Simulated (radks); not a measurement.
Neutral promethium inside a hard spherical wall (all orbitals vanish at R), configuration held at [Xe] 4f5 6s2 and not refilled when levels cross. Calculated with a radial shooting solver on a logarithmic mesh with Libxc functionals: scalar-relativistic Kohn-Sham, LDA (Slater exchange, VWN5 correlation), spin-polarised, spherical densities, point nucleus; open shells are filled with parallel spins first (spin-orbit coupling, left out, can overturn this in heavy ions). Eigenvalues in eV for spin up, with the zero of energy where the potential of the charges vanishes at infinity; a dash marks a level that is unbound or too diffuse for the functional's potential to be trusted. A positive occupied level is held by the wall or, in an anion where self-interaction has pushed it up, behind a barrier. The pressure on the wall is -dE/dV.

\begin{tabular}{lrrrrrrrrr}
R (bohr) & E (hartree) & kinetic (hartree) & e(5s) & e(5p) & e(6s) & e(4f) & e(5d, empty) & e(6p, empty) & pressure (GPa) \\ \hline
free & -10013.6829 & 10678.628 & -42.742 & -23.342 & -3.760 & -3.308 & -2.147 & -1.301 & 0 \\
20 & -10013.6829 & 10678.628 & -42.742 & -23.342 & -3.760 & -3.308 & -2.147 & -1.300 & < 0.0001 \\
12 & -10013.6824 & 10678.633 & -42.698 & -23.298 & -3.726 & -3.265 & -2.108 & -1.193 & 0.00798 \\
8 & -10013.6613 & 10678.767 & -41.967 & -22.582 & -3.044 & -2.541 & -1.445 & 0.093 & 0.719 \\
7 & -10013.6293 & 10678.923 & -41.333 & -21.968 & -2.292 & -1.906 & -0.832 & 1.343 & 2.32 \\
2.5 & -10004.0901 & 10712.613 & -9.056 & 12.824 & 98.463 & 35.106 & 46.747 & 122.17 & 6410 \\
1.5 & -9932.0564 & 10926.314 & 147.18 & 191.87 & 546.21 & 146.50 & 260.91 & 594.34 & 225000 \\
\end{tabular}
